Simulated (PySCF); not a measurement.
NMR data simulated for an unnamed compound:

1H NMR (300 MHz, computed): δ 6.58 (m, 1H), 6.44 (m, 1H), 6.23 (m, 1H), 5.69 (m, 1H), 4.88 (m, 1H), 4.86 (m, 1H), 4.39 (m, 1H), 4.17 (m, 1H), 2.44 (m, 1H), 1.92 (m, 1H), 1.75 (m, 1H), 1.36 (d, 3H).

13C{1H} NMR (computed): δ 179.3 (C), 143.0 (CH2), 140.2 (CH), 130.1 (CH), 34.1 (CH), 16.9 (CH2), 16.2 (CH3).

[PySCF 2.14: shielding tensors at PBE0/pcSseg-1 (GIAO); GFN2-xTB structure; in vacuum; equivalent nuclei averaged; no relativistic terms; one computed conformer]

Referencing at the same level of theory: 1H and 13C vs TMS.

Which of these does the molecule contain: a non-aromatic C=C double bond, a Si–CH3 group, a Si–H bond, a (CH3)2CH unit, an amide, a vinyl group CH=CH2?

Answers


- A non-aromatic C=C double bond: yes.
- A Si–CH3 group: no.
- A Si–H bond: yes (δH 4.39 (m), 4.17 (m)).
- A (CH3)2CH unit: no.
- An amide: no.
- A vinyl group CH=CH2: yes (δC 143.0, 140.2; δH 6.23 (m), 6.44 (m), 6.58 (m)).

The data belong to `C=C[SiH2][C@@H](C)C1=C[SiH2]C1`, C₇H₁₄Si₂; they needn't prove each group on their own.

Carbon signals by region: 1 in the far downfield region (above 160 ppm), 3 in the sp2 and nitrile region (100–160 ppm), 3 below 50 ppm. Above 160 ppm: 179.3, fully substituted alkene carbon.

Shifts are as computed. Against solution values, carbons near 30 ppm lie about +3 ppm off and those near 130 ppm about +5 ppm. Of 1211 compounds with measured shifts, 218 miss one by over three times the rms of a fit or turn the order of signals round; such compounds aren't used in these exercises. No couplings were computed; multiplicities are counted from neighbouring protons, with m where these are inequivalent, close in shift, in a saturated or five-membered ring or joined by F or P, and br s for small geminal =CH2 splittings.
